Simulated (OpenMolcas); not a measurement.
# What dynamic correlation does to the levels of Mn³⁺

```yaml
Program: OpenMolcas 26.06
Basis: ANO-L-VTZP [6s5p3d2f1g]
Scalar_Hamiltonian: non-relativistic, point nucleus
Active_space: 4 electrons in 5 orbitals (3d)
State_averaging: 2S+1 = 5 even, 5 roots; 2S+1 = 3 even, 45 roots; 2S+1 = 1 even, 50 roots
Spin-orbit_coupling: RASSI with atomic mean-field integrals over the reference wave functions, term energies averaged over their components
```

Methods on the same reference wave functions:
A. CASSCF
B. SS-CASPT2, IPEA 0.25 Eh, imaginary shift 0.1 Eh (closed shells correlated: 3s 3p)
C. MS-CASPT2, IPEA 0.25 Eh, imaginary shift 0.1 Eh (closed shells correlated: 3s 3p)

Energies in cm⁻¹ above 3d⁴ ⁵D₀, the measured ground level; measured values from Corliss and Sugar, J. Phys. Chem. Ref. Data 6, 1253 (1977).

| Level | A | B | C | Measured |
| --- | --- | --- | --- | --- |
| 3d⁴ ⁵D₀ | 0.0 | 0.0 | 0.0 | 0.0 |
| 3d⁴ ⁵D₁ | 105 | 107 | 107 | 99.0 |
| 3d⁴ ⁵D₂ | 310 | 314 | 314 | 287 |
| 3d⁴ ⁵D₃ | 608 | 613 | 613 | 552 |
| 3d⁴ ⁵D₄ | 989 | 992 | 992 | 886 |
| 3d⁴ ³H₄ | 23590 | 21750 | 21750 | 21281 |
| 3d⁴ ³H₅ | 23807 | 21980 | 21980 | 21475 |
| 3d⁴ ³H₆ | 24050 | 22230 | 22230 | 21679 |
| 3d⁴ ³P₀(1) | 25384 | 20970 | 20950 | 20654 |
| 3d⁴ ³P₁(1) | 26000 | 21600 | 21590 | 21279 |
| 3d⁴ ³P₂(1) | 27106 | 22700 | 22700 | 22325 |
| 3d⁴ ³F₂(1) | 27145 | 23340 | 23340 | 22791 |
| 3d⁴ ³F₃(1) | 27214 | 23420 | 23420 | 22862 |
| 3d⁴ ³F₄(1) | 27331 | 23540 | 23540 | 22959 |
| 3d⁴ ³G₃ | 29754 | 26150 | 26150 | 25440 |
| 3d⁴ ³G₄ | 30016 | 26420 | 26420 | 25671 |
| 3d⁴ ³G₅ | 30234 | 26650 | 26650 | 25878 |
| 3d⁴ ¹I₆ | 35469 | 32890 | 32890 |  |
| 3d⁴ ¹G₄(1) | 37402 | 32330 | 32330 |  |
| 3d⁴ ³D₃ | 38426 | 32340 | 32340 | 31385 |
| 3d⁴ ³D₂ | 38511 | 32430 | 32430 | 31474 |
| 3d⁴ ³D₁ | 38605 | 32520 | 32520 | 31581 |
| 3d⁴ ¹S₀(1) | 43408 | 34810 | 34800 |  |
| 3d⁴ ¹D₂(1) | 46433 | 41090 | 41090 |  |

Deviations, from unrounded energies. A percentage is the sum of absolute deviations over the sum of measured energies, with the sign that they share, or ± where signs differ.

```json
{"Against measurement": "mean absolute deviation (cm-1)", "Levels": "19", "A": "3600", "B": "500", "C": "500"}
{"Against measurement": "fine structure of the ground term (%)", "Levels": "4", "A": "+10.3", "B": "+11.0", "C": "+11.1"}
{"Against measurement": "other terms of the ground configuration (%)", "Levels": "15", "A": "+18.6", "B": "+2.5", "C": "+2.5"}
```

B, C lie about equally close to measurement and A furthest from it. The largest miss of C in the table is 3d⁴ ³D₂, by +960 cm-1. The ranking rests on the paired levels alone, and a cruder setting can come out closer through cancelling errors.

Between B and C the level of the table that moves most is 3d⁴ ³P₀(1), by 11 cm-1 (lowest in C, highest in B). Moves below CASPT2's spread within the term are not significant.

The two smallest mean deviations differ by little beside CASPT2's spread within terms, so their order carries little weight.

From A to B the spin-free energies of the other terms of 3d⁴ shown, above ⁵D, scale by factors of 0.80 to 0.93, as is usual when dynamic correlation screens the repulsion within a d or f shell.

The lowest spin-free term lies below A's lowest term by 0.313 hartree in B, 0.313 hartree in C.

Term energies are means over components that CASPT2 splits; among the terms shown or strongly mixed into the levels shown the widest spread is 990 cm-1 (3d⁴ ¹I, C). The CASPT2 spread within a term exceeds the gap to the next term for 3d⁴ ¹G(1) and 3d⁴ ³D, so the order of their levels is uncertain (figures for B; the like holds for C). Without dynamic correlation excited terms often stand tens of per cent too high (terms of higher spin than the ground term too low), and those without a measured partner can miss by more than the paired ones (holds for A). Computed and measured levels are paired by configuration, term and J; levels that our copy of the source lacks, or whose pairing is in doubt (as where it misses far off the trend of its configuration), stay unpaired and out of the deviations. Only configurations of the active space appear. Levels that lie high or do not pair safely by name in every column are left out.

A number in round brackets counts repeated terms of one configuration in the order of the reference energies.
